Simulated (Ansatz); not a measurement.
Reaction (redistribution): `[SiH3][SiH]1CC1` + `BCB[SiH2]F` → `BC[SiH]1CC1` + `F[SiH2]B[SiH3]`

Gas-phase electronic energies from Ansatz, PBE0-D4/def2-TZVP geometries. CCSD(T)/CBS is the MP2 limit (def2-TZVPP, def2-QZVPP) plus CCSD(T) − MP2 in def2-TZVPP, frozen cores. DFT in def2-TZVPP. Each species was taken in one conformer, which may not be the lowest.

| level | ΔE (kJ/mol) |
| --- | --- |
| PBE-D4 | 22.2 |
| B2PLYP | 27.9 |
| CCSD(T)/def2-TZVPP | 24.7 |
| SCS-MP2/def2-QZVPP | 26.6 |

What does CCSD(T)/CBS give? (An estimate is asked.)

Ansatz gave: +24.3 kJ/mol. The listed levels differ from it by -2.1, 3.6, 0.4, 2.3 kJ/mol.

Largest T1 diagnostic among the species: 0.013.

The D4 term adds −3.7 kJ/mol with B3LYP and −1.9 kJ/mol with PBE0; it sums over pairs of atoms, weighted by their polarisabilities, and B3LYP, whose exchange is more repulsive, gets the larger term. In def2-TZVPP, CCSD(T) changes the Hartree–Fock value by −10.6 kJ/mol (the triples alone add −1.5 kJ/mol) and MP2 by −10.2 kJ/mol.

B3LYP here is the variant with VWN-RPA as its local correlation; programs differ in this.
